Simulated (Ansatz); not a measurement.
`[SiH3][NH][SbH2]`. Total charge 0; spin multiplicity 1. Sb takes the def2 core potential. The structure was optimised at the PBE0-D4/def2-TZVP level.

```xyz
9

Si   -0.911    0.772   -0.259
N     0.623    0.509    0.473
Sb    1.650   -1.239    0.499
H    -0.893    0.659   -1.747
H    -1.388    2.136    0.097
H    -1.864   -0.252    0.247
H     1.213    1.310    0.638
H     1.221   -1.744   -1.088
H     0.349   -2.151    1.140
```

(1) What is the dipole moment at PBE/def2-TZVPP? (Estimate.)

(2) And with r2SCAN, B3LYP, ωB97M-V? (An estimate is asked.)

(3) Give the Mulliken charges with PBE, B3LYP, ωB97M-V in def2-TZVPP. (An estimate is asked.)

Answers

(1) The calculation gave: 1.39 D, with components (1.33, 0.17, 0.35) D in this frame, pointing from negative to positive charge.

(2) Computed: r2SCAN 1.38 D, B3LYP 1.47 D, ωB97M-V 1.45 D.

(3) Ansatz gave: 
```
atom    PBE  B3LYP  ωB97M-V
 Si1   0.29   0.36     0.27
  N2  -0.48  -0.55    -0.54
 Sb3   0.44   0.51     0.43
  H4  -0.07  -0.09    -0.05
  H5  -0.06  -0.08    -0.04
  H6  -0.06  -0.07    -0.04
  H7   0.14   0.13     0.11
  H8  -0.10  -0.12    -0.08
  H9  -0.09  -0.11    -0.07
```

B3LYP here is the variant with VWN-RPA as its local correlation; programs differ in this.
